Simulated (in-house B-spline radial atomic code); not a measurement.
Ionisation energies along the 7-electron series, configuration [He] 2s2 2p3, as differences of self-consistent energies. Dirac energy differences include first-order Breit, QED and recoil terms. NIST's values go from ground level to ground level; the uncertainty of those that are theory runs from under 0.1 % in few-electron ions to several per cent in heavy many-electron ones. Computed with a radial B-spline atomic code at the basis-set limit: Dirac-Hartree-Fock, average of the configuration, finite nuclei.

| ion | configuration after | ionisation energy (eV) | IE/(q+1)² (eV) | Breit and QED recoil part (eV) | tabulated value (eV) | tabulated kind | computed minus tabulated (eV) |
| --- | --- | --- | --- | --- | --- | --- | --- |
| Ti15+ | [He] 2s2 2p2 | 1036.7 | 4.0497 | -0.39855 | 1042.5 | semi-empirical | -6 |
| V16+ | [He] 2s2 2p2 | 1160.0 | 4.0139 | -0.46935 | 1165.2 | semi-empirical | -5 |
| Cr17+ | [He] 2s2 2p2 | 1290.2 | 3.9822 | -0.54826 | 1294.8 | semi-empirical | -5 |
| Mn18+ | [He] 2s2 2p2 | ? | ? | ? | ? | semi-empirical | ? |
| Fe19+ | [He] 2s2 2p2 | 1571.5 | 3.9287 | -0.73155 | 1575.6 | measured | -4 |
| Co20+ | [He] 2s2 2p2 | 1722.5 | 3.9059 | -0.8368 | 1724 | semi-empirical | -2 |
| Ni21+ | [He] 2s2 2p2 | 1880.5 | 3.8853 | -0.95216 | 1880 | semi-empirical | 0 |
| Cu22+ | [He] 2s2 2p2 | 2045.5 | 3.8667 | -1.0771 | 2044 | semi-empirical | 1 |
| Zn23+ | [He] 2s2 2p2 | 2217.4 | 3.8497 | -1.2131 | 2214 | semi-empirical | 3 |
| Ga24+ | [He] 2s2 2p2 | ? | ? | ? | ? | semi-empirical | ? |
| Ge25+ | [He] 2s2 2p2 | 2582.4 | 3.8202 | -1.5182 | 2575 | semi-empirical | 7 |
| As26+ | [He] 2s2 2p2 | 2775.5 | 3.8073 | -1.6889 | 2766 | semi-empirical | 10 |
| Se27+ | [He] 2s2 2p2 | ? | ? | ? | ? | semi-empirical | ? |
| Br28+ | [He] 2s2 2p2 | 3182.9 | 3.7846 | -2.0683 | 3169 | semi-empirical | 14 |
| Kr29+ | [He] 2s2 2p2 | 3397.2 | 3.7747 | -2.2777 | 3380 | semi-empirical | 17 |
| Rb30+ | [He] 2s2 2p2 | 3618.7 | 3.7655 | -2.5015 | 3600 | semi-empirical | 19 |
| Sr31+ | [He] 2s2 2p2 | 3847.3 | 3.7571 | -2.7396 | 3830 | semi-empirical | 17 |
| Zr33+ | [He] 2s2 2p2 | 4326.1 | 3.7423 | -3.2618 | 4300 | semi-empirical | 26 |

Fill in the row of Mn18+.

ionisation energy (eV): 1427.4; IE/(q+1)² (eV): 3.954; Breit and QED recoil part (eV): -0.6354; tabulated value (eV): 1430.9; computed minus tabulated (eV): -4.

Fill in the row of Ga24+.

ionisation energy (eV): 2396.4; IE/(q+1)² (eV): 3.8343; Breit and QED recoil part (eV): -1.3599; tabulated value (eV): 2391; computed minus tabulated (eV): 5.

Fill in the row of Se27+.

ionisation energy (eV): 2975.6; IE/(q+1)² (eV): 3.7955; Breit and QED recoil part (eV): -1.8718; tabulated value (eV): 2964; computed minus tabulated (eV): 12.

Where a p, d or f electron is removed, the computed value is a mean over both j, so it misses the tabulated one by a part of the spin-orbit splitting; averaging over terms and missing correlation add to the gap, relatively most at low charge.
